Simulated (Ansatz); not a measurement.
Abridged output of a molecular run in Ansatz:

```
Functional definition: HF
1880 factors; integrals over basis functions are off by at most 9.6e-4 eV
mean field evaluation 1: about -74215.6141 eV, gradient 4.5e1 eV
mean field evaluation 2: about -74215.8923 eV, gradient 4.5e1 eV
mean field evaluation 4: about -74220.8071 eV, gradient 6.4e0 eV
mean field evaluation 8: about -74220.9265 eV, gradient 5.0e-1 eV
mean field -74220.92761834 eV, -2727.5687812225 hartree, gradient 1.6e-6 eV, S^2 0.000000; 0 other end points of the search recorded, 0 dependent functions left out
18 core orbitals not correlated: weight in the atoms' cores, before any rotation towards them, 1.000 or more for the frozen orbitals, at most 0.000 for the correlated occupied ones
reference -74220.92761834 eV, -2727.5687812225 hartree; 23, 23 occupied and 271, 271 virtual orbitals, 1880 factors
second order -32.11612656 eV of doubles, -0.00000000 eV of singles
cycle   1  -32.35526584 eV  change   -2.4e-1 eV  update   1.4e-1
cycle   2  -33.16592172 eV  change   -8.1e-1 eV  update   4.4e-2
cycle   3  -33.37636386 eV  change   -2.1e-1 eV  update   2.6e-2
cycle   4  -33.36317903 eV  change    1.3e-2 eV  update   7.7e-3
cycle   5  -33.35606654 eV  change    7.1e-3 eV  update   4.4e-3
cycle   6  -33.35800379 eV  change   -1.9e-3 eV  update   1.7e-3
cycle   7  -33.35749595 eV  change    5.1e-4 eV  update   7.0e-4
cycle   8  -33.35743178 eV  change    6.4e-5 eV  update   1.9e-4
cycle   9  -33.35753098 eV  change   -9.9e-5 eV  update   8.4e-5
cycle  10  -33.35750672 eV  change    2.4e-5 eV  update   2.9e-5
perturbative correction -1.40442148 eV, -0.0516115376 hartree
Total energy: -74255.68954654 eV, -2728.8462585213 hartree
```

Its atoms:

```xyz
13

C     0.5336    0.1048    1.2827
C     0.3707   -0.6064   -0.0453
C    -1.0777   -0.7513   -0.4663
O     1.1353    0.0342   -1.0640
Ge    1.2301    1.5735   -1.9035
Cl   -0.3956    2.7981   -0.9975
H     0.0859    1.0997    1.2505
H     0.0450   -0.4670    2.0752
H     1.5913    0.2018    1.5353
H     0.8103   -1.6073    0.0396
H    -1.1448   -1.2554   -1.4324
H    -1.5614    0.2241   -0.5429
H    -1.6226   -1.3487    0.2685
```

Which basis set was used?
A. def2-TZVPP
B. def2-SVPD
C. def2-SVP
D. cc-pV(Q+d)Z

A. It gives 312 functions.

Write the keys of the input that set method, charge and spin (a neutral closed shell needs none for the last two).


```yaml
correlation: {method: ccsd_t}
```
